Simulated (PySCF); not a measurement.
# State search for TeSe

Unrestricted PBE0; PySCF, scalar-relativistic core potentials, basis sets Te cc-pVDZ-PP with ECP28, Se cc-pVDZ-PP with ECP10. Outer shells of the fragments: Te 4d10 5s2 5p4; Se 3d10 4s2 4p4.

Followed along the bond (rough minima from three points):

```
2Ms+1    unpaired  ⟨S²⟩ at the start  R at minimum (Å)  Te (eV)
    3        π ↑↑               2.01              2.37     0.00
    1        π ↑↓               1.01              2.38     0.22
    1        none               0.00              2.38     0.91
    5  σ ↑, π ↑↑↑               6.00  none in the scan   ≤ 2.96
```

Solutions found at the starting distance of 2.435 Å, counted from the lowest of them; the search is not exhaustive and high or unbound solutions are not listed, so other states can lie among these:

```tsv
2Ms+1	unpaired	term	E (eV)	⟨S²⟩	⟨Lz²⟩	μ (D)
3	π ↑↑	³Σ⁻	0.00	2.01	0.00	-1.03
1	π ↑↓	mixed	0.22	1.01	2.01	-1.02
1	none	mixed	0.90	0.00	2.00	-1.00
3	π ↑↑	mixed	1.94	2.00	2.01	-0.42
3	σ ↑, π ↑	³Π	3.15	2.01	1.01	-0.72
1	σ ↓, π ↑	mixed	3.36	1.01	1.00	-0.73
3	σ ↑, π ↑	³Π	3.54	2.01	1.00	-0.88
5	σ ↑, π ↑↑↑	⁵Π	3.74	6.00	1.00	-0.39
1	σ ↓, π ↑	mixed	3.79	1.01	1.00	-0.93
3	σ ↑, π ↑↑↓	mixed	4.34	3.01	3.02	-0.39
```

A term symbol is given only where ⟨S²⟩ and ⟨Lz²⟩ are close to those of a pure state; real π, δ and φ orbitals otherwise mix terms. A positive dipole means Te(−)Se(+).

Spin–orbit coupling is left out. Counting both spins, an empty level lies below a filled one in some of these solutions, because spin and occupation are held.
